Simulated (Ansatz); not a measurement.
`F[SiH](F)S` + H₂O → `O[SiH](F)F` + H₂S at 298.15 K and 1 bar (formal hydrolysis of the Si–S bond).

Program: Ansatz. Geometries: PBE0-D4/def2-TZVP. ΔE: electronic, gas phase. CBS: MP2 limit from def2 TZ/QZ plus the TZ coupled-cluster correction, frozen cores. This one scheme is used for every species. One conformer a species, not always the lowest.

| species | CCSD(T)/CBS energy (Eh) | H − E (kJ/mol) | S (J/(mol·K)) |
| --- | --- | --- | --- |
| `F[SiH](F)S` | -887.80771 | 81.0 | 314.2 |
| H₂O | -76.37941 | 66.4 | 188.7 |
| `O[SiH](F)F` | -565.23707 | 91.8 | 297.2 |
| H₂S | -398.97279 | 49.9 | 205.7 |

H − E and S are ideal-gas, rigid-rotor, harmonic terms from PBE0-D4/def2-TZVP, for one conformer and one mirror image of each species. 1 Eh = 2625.50 kJ/mol, R = 8.31446 J/(mol·K).

**Question.** By hand: ΔE, ΔH, ΔS and ΔG.

**Answer.** ΔE = (-565.23707) + (-398.97279) − (-887.80771) − (-76.37941) = -0.02274 Eh = -59.7 kJ/mol. Δ(H − E) = 91.8 + 49.9 − 81.0 − 66.4 = -5.7, so ΔH = -65.4 kJ/mol. ΔS = 297.2 + 205.7 − 314.2 − 188.7 = 0.0 J/(mol·K). ΔG = -65.4 − 298.15 × (0.0)/1000 = -65.4 kJ/mol.

**Question.** By hand: the equilibrium constant, and the temperature at which ΔG would vanish if ΔH and ΔS stayed fixed.

**Answer.** log₁₀ K = −ΔG/(RT ln 10) = 11.5. With ΔH or ΔS at zero there is no such temperature.

The number of gas molecules stays the same, so ΔS is small and ΔH decides. A doubt of 5 kJ/mol in ΔE shifts log₁₀ K by 0.9 here. Other conformers and mirror images would add mixing entropy, several J/(mol·K) or more a flexible species. These are equilibria of isolated gas molecules and say nothing of rates. Largest T1 diagnostic: 0.012 (customary marks: 0.02 for closed shells, 0.045 for open ones).

ΔS is within the doubt of such terms, so its sign, and with it that verdict, could turn.
